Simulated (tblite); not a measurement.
C6H13NO2Si.
Numbering: `[CH3:1][CH2:2][CH2:3][C@@H:4]1[CH2:5][Si@H:6]([C:7]([NH2:8])=[O:9])[O:10]1` (hydrogens: H11, H12, H13 on C1; H14, H15 on C2; H16, H17 on C3; H18 on C4; H19, H20 on C5; H21 on Si6; H22, H23 on N8)

Computed with GFN2-xTB (tblite), gas phase: L-BFGS steps from a force-field or distance-geometry start until the largest atomic force falls under 0.01 eV/Å.

Step 20: E = -878.3252 eV
```
atom  x, y, z in Å  |  force x, y, z in eV/Å
C1      3.3673    0.8397    0.9888   -0.018   0.014  -0.003
C2      2.4142   -0.1584    0.3438    0.028   0.018  -0.027
C3      0.9929   -0.0421    0.8976    0.039  -0.026  -0.020
C4      0.0979   -1.0980    0.2726   -0.024   0.008  -0.008
C5     -0.1961   -0.9399   -1.2239   -0.060  -0.005  -0.063
Si6    -1.9923   -1.3078   -0.6869    0.123  -0.002  -0.064
C7     -3.4472   -0.1634   -1.1531    0.009  -0.005  -0.008
N8     -3.8630    0.7503   -0.2534    0.022   0.010  -0.004
O9     -3.9769   -0.2868   -2.2408   -0.021   0.028   0.022
O10    -1.2515   -1.0550    0.7793   -0.012   0.043   0.083
H11     3.4261    0.6713    2.0620    0.013   0.011  -0.012
H12     4.3643    0.7373    0.5654   -0.014   0.002   0.031
H13     3.0267    1.8583    0.8187   -0.005   0.011   0.010
H14     2.7920   -1.1716    0.5081   -0.075   0.025   0.036
H15     2.3930    0.0072   -0.7342    0.000   0.013  -0.036
H16     1.0165   -0.1747    1.9813   -0.082  -0.031  -0.011
H17     0.5834    0.9505    0.6900    0.025  -0.057  -0.014
H18     0.4945   -2.0934    0.4935    0.005   0.000  -0.004
H19    -0.0234    0.0835   -1.5532   -0.014  -0.022   0.013
H20     0.3394   -1.6096   -1.8877   -0.033  -0.062   0.071
H21    -2.4453   -2.6901   -0.8507    0.071   0.006  -0.037
H22    -3.4752    0.7758    0.6717    0.052   0.030   0.024
H23    -4.6418    1.3514   -0.4788   -0.030  -0.009   0.023
```

Step 21: E = -878.3273 eV
```
atom  x, y, z in Å  |  force x, y, z in eV/Å
C1      3.3657    0.8399    0.9897   -0.006   0.040   0.007
C2      2.4119   -0.1563    0.3451    0.053   0.004  -0.033
C3      0.9912   -0.0426    0.8957    0.024  -0.006   0.005
C4      0.0982   -1.1011    0.2729   -0.036   0.020   0.001
C5     -0.1936   -0.9444   -1.2241   -0.027  -0.002  -0.077
Si6    -1.9896   -1.3057   -0.6925    0.081  -0.007  -0.026
C7     -3.4469   -0.1617   -1.1507   -0.010   0.013  -0.023
N8     -3.8571    0.7559   -0.2523    0.016   0.006   0.006
O9     -3.9853   -0.2879   -2.2337   -0.017   0.013   0.006
O10    -1.2526   -1.0543    0.7769   -0.007   0.022   0.056
H11     3.4266    0.6737    2.0628    0.003  -0.001  -0.003
H12     4.3626    0.7372    0.5665   -0.010  -0.001   0.021
H13     3.0261    1.8583    0.8196   -0.010   0.035   0.006
H14     2.7904   -1.1675    0.5103   -0.061  -0.028   0.037
H15     2.3909    0.0083   -0.7319    0.009   0.021  -0.072
H16     1.0142   -0.1686    1.9792   -0.084  -0.059   0.026
H17     0.5817    0.9488    0.6873    0.000  -0.029  -0.039
H18     0.4944   -2.0960    0.4983   -0.003   0.011  -0.013
H19    -0.0124    0.0751   -1.5576   -0.024   0.021   0.021
H20     0.3382   -1.6157   -1.8875   -0.011  -0.106   0.060
H21    -2.4460   -2.6867   -0.8647    0.078   0.014  -0.028
H22    -3.4673    0.7789    0.6718    0.051   0.036   0.036
H23    -4.6462    1.3466   -0.4708   -0.008  -0.014   0.024
```

Question: Estimate the geometry and energy of step 22. (The exact step hangs on the optimiser's Hessian estimate; all steps are aligned on step 21, rigid shifts and turns removed.)

Answer: E = -878.3295 eV, largest force 0.141 eV/Å
```
atom  x, y, z in Å  |  force x, y, z in eV/Å
C1      3.3642    0.8409    0.9906    0.005   0.052   0.012
C2      2.4105   -0.1541    0.3457    0.050  -0.010  -0.030
C3      0.9901   -0.0433    0.8938   -0.001   0.012   0.023
C4      0.0980   -1.1037    0.2730   -0.030   0.026   0.003
C5     -0.1916   -0.9488   -1.2254    0.023   0.000  -0.054
Si6    -1.9859   -1.3037   -0.6983   -0.001   0.001   0.023
C7     -3.4464   -0.1599   -1.1486   -0.020   0.029  -0.027
N8     -3.8510    0.7614   -0.2510    0.016  -0.003   0.023
O9     -3.9937   -0.2885   -2.2269   -0.011  -0.002  -0.005
O10    -1.2538   -1.0531    0.7755   -0.001  -0.001   0.000
H11     3.4271    0.6760    2.0636   -0.010  -0.010   0.006
H12     4.3609    0.7371    0.5680   -0.001   0.001   0.010
H13     3.0254    1.8590    0.8205   -0.013   0.054   0.002
H14     2.7876   -1.1641    0.5131   -0.036  -0.070   0.029
H15     2.3891    0.0097   -0.7311    0.020   0.021  -0.082
H16     1.0102   -0.1640    1.9775   -0.076  -0.079   0.046
H17     0.5803    0.9465    0.6841   -0.022   0.003  -0.056
H18     0.4941   -2.0982    0.5025   -0.016   0.023  -0.022
H19    -0.0025    0.0674   -1.5615   -0.027   0.052   0.018
H20     0.3367   -1.6236   -1.8862    0.009  -0.134   0.043
H21    -2.4447   -2.6832   -0.8787    0.082   0.017  -0.019
H22    -3.4586    0.7827    0.6724    0.042   0.040   0.027
H23    -4.6506    1.3416   -0.4626    0.017  -0.021   0.028
```

The energy changes by -0.0021 eV. The first-order estimate −F·Δx gives -0.0029 eV and the mean of the old and new forces, exact on a quadratic surface, -0.0021 eV. The step makes an angle of 72° with the force vector and moves no atom by more than 0.014 Å.

The cost below is that of the whole relaxation. The run took 3.9 s wall on one thread, Intel Xeon at 2.50 GHz (x86_64) (shared host).
